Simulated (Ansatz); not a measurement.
Two isomers of C4H5I: A = `C=C=C(C)I`, B = `C=CC(=C)I`.

Program: Ansatz. Geometries: PBE0-D4/def2-TZVP. ΔE: electronic, gas phase. CBS: MP2 limit from def2 TZ/QZ plus the TZ coupled-cluster correction, frozen cores. DFT in def2-TZVPP. Elements past krypton have def2 core potentials. For I outer-core shells are correlated without core-valence functions, which leaves a few kJ/mol of doubt a bond. Each species was taken in one conformer, which may not be the lowest.

A:

```xyz
10

C     2.0421   -0.4541    0.4188
C     0.7595   -0.2376    0.3929
C    -0.5161   -0.0186    0.3553
C    -1.3116    0.4499   -0.8158
I    -1.6160   -0.3516    2.1263
H     2.7408    0.3324    0.6870
H     2.4534   -1.4295    0.1775
H    -2.0841   -0.2782   -1.0744
H    -1.8113    1.3951   -0.5903
H    -0.6566    0.5923   -1.6772
```

B:

Z-matrix (Å, degrees):
```
C
C 1 1.329
H 1 1.084 2 121.7
H 1 1.083 2 120.7 3 180.0
C 2 1.452 1 127.6 3 0.0
H 2 1.089 1 119.2 3 180.0
I 5 2.098 2 118.4 1 -0.0
C 5 1.331 2 123.0 1 180.0
H 8 1.081 5 123.0 2 180.0
H 8 1.086 5 119.2 2 -0.0
```

Task: Which isomer does CCSD(T)/CBS put lower? Give the gap. (An estimate is asked.)

Result: The calculation gave: B, by 12.0 kcal/mol.

Task: Give E(B) − E(A) in kcal/mol with MP2/def2-TZVPP, PBE-D4, HF/def2-TZVPP, r2SCAN-D4, PBE0-D4, B2PLYP, CCSD/def2-TZVPP. (Estimate.)

Result: Ansatz gave: MP2/def2-TZVPP -11.7, PBE-D4 -9.0, HF/def2-TZVPP -10.9, r2SCAN-D4 -9.5, PBE0-D4 -9.6, B2PLYP -10.2, CCSD/def2-TZVPP -11.2. None reverses the order clearly.

Largest T1 diagnostic: 0.010.

The D4 term adds −0.9 kcal/mol with B3LYP and −0.4 kcal/mol with PBE0; it sums over pairs of atoms, weighted by their polarisabilities, and B3LYP, whose exchange is more repulsive, gets the larger term. From PBE to PBE0 (25 % exact exchange), in def2-TZVPP and without D4, E(B) − E(A) moves by −0.8 kcal/mol.

B3LYP here is the variant with VWN-RPA as its local correlation; programs differ in this.
